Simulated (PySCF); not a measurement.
A geometry optimisation on `[F][W]([F])([F])([F])[F]` [radical].

Computed with PBE0-D3(BJ)/def2-SVP geometry optimisation, gas phase, def2 core potentials past Kr (PySCF 2.14.0). Start geometry: GFN2-xTB. The input is one job of a driver script: a line of settings, then coordinates in Å.

Input:
```
{"job": {"xc": "PBE0", "basis": "def2-SVP", "d3": "d3bj", "grid": 1, "maxiter": 40, "kind": "geom"}, "charge": 0, "multiplicity": 2}
W      0.096660     0.005360    -0.000050
F      0.331670    -0.258480     1.808950
F      0.363660     0.277860    -1.801350
F      1.924450    -0.004200     0.013070
F     -1.367790     1.175260    -0.311570
F     -1.348650    -1.195810     0.290950
```

Output:
```
step   0  E = -565.62456506  max force = 0.081568
step   1  E = -565.63441714  max force = 0.029128
step   2  E = -565.63608220  max force = 0.015729
step   3  E = -565.63755429  max force = 0.017091
step   4  E = -565.63871643  max force = 0.007750
step   5  E = -565.63934622  max force = 0.003885
step   6  E = -565.63986189  max force = 0.008856
step   7  E = -565.64028347  max force = 0.008519
step   8  E = -565.64047499  max force = 0.003848
step   9  E = -565.64055839  max force = 0.000933
step  10  E = -565.64058313  max force = 0.000908
step  11  E = -565.64059744  max force = 0.000764
step  12  E = -565.64060439  max force = 0.000293
optimisation converged
```

Energies in Eh; «max force» is the largest Cartesian gradient component in Eh/bohr.

Problem. Give the first gradient maximum in eV/Å.

Solution. With 1 Eh/bohr = 51.422 eV/Å, 4.194 eV/Å.

Problem. How much energy does the optimisation release, in eV?

Solution. E(step 0) − E(last step) = 0.016039 Eh, which is 0.436 eV.

Summary of the converged run: final energy -565.64060 Eh after 12 steps; dipole 0.59 D.

Problem. Where do the atoms end?

Solution. 0.387 Å rms from the input after alignment:
```
atom  x, y, z in Å
W1     0.0479    0.0026    0.0005
F2     0.0628   -0.0520    1.8861
F3     0.0822    0.0489   -1.8851
F4     1.8697    0.0058    0.0106
F5    -1.0384    1.4817    0.0412
F6    -1.0242   -1.4870   -0.0532
```

Problem. Estimate the wall time. Hardware: an Arm Neoverse V1 with one thread (shared host).

Solution. About 1.8 min.
Labels such as C1 count atoms from 1, the log's own numbers from 0.

Neither the SCF state along the optimisation nor the shape of the open-shell metal species was proved the lowest: other solutions of the same spin, or a structure of lower symmetry, can lie below.
